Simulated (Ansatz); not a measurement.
Isolated molecules relaxed with PBE0-D4/def2-TZVP in Ansatz; ΔE leaves out vibrations. CCSD(T)/CBS adds triple-zeta CCSD(T) − MP2 to the extrapolated MP2 energy (def2 sets, frozen cores). This one scheme is used for every species, atoms too. No spin–orbit coupling; open shells (•) take unrestricted orbitals. Spin–orbit coupling would lower the free atoms: a little for B, C, F, O. One conformer a species, not always the lowest.

Consider the atomization: `CN(C)B(O)F` → B• + 2 C• + F• + 7 H• + N• + O•.

```tsv
species	SCS-MP2/def2-TZVPP energy (Eh)
`CN(C)B(O)F`	-334.67182
B•	-24.58183
C•	-37.76105
F•	-99.60765
H•	-0.49981
N•	-54.49155
O•	-74.95539
```

Task: Work out ΔE.

Result: ΔE = 7 × (-0.49981) + 2 × (-37.76105) + (-24.58183) + (-99.60765) + (-54.49155) + (-74.95539) − (-334.67182) = 2.01463 Eh = +1264.2 kcal/mol. CCSD(T)/CBS gives +1277.9 kcal/mol.

Largest T1 diagnostic among the species: 0.014.

From r2SCAN to r2SCAN0 (25 % exact exchange), in def2-TZVPP and without D4, ΔE moves by −20.6 kcal/mol: exact exchange takes away binding that semilocal exchange gives to molecules. At CCSD(T), def2-SVP lies −56.8 kcal/mol from the extrapolated value and def2-TZVPP −31.5 kcal/mol: correlation converges slowly with the basis, and small sets miss more of it in the bonded molecule than in its fragments.

For atomizations the MP2-based limit and the directly extrapolated one differ by several kJ/mol either way, and by 10 to 25 for some Ge, Se and Sn compounds, so smaller differences from it don't rank the levels.
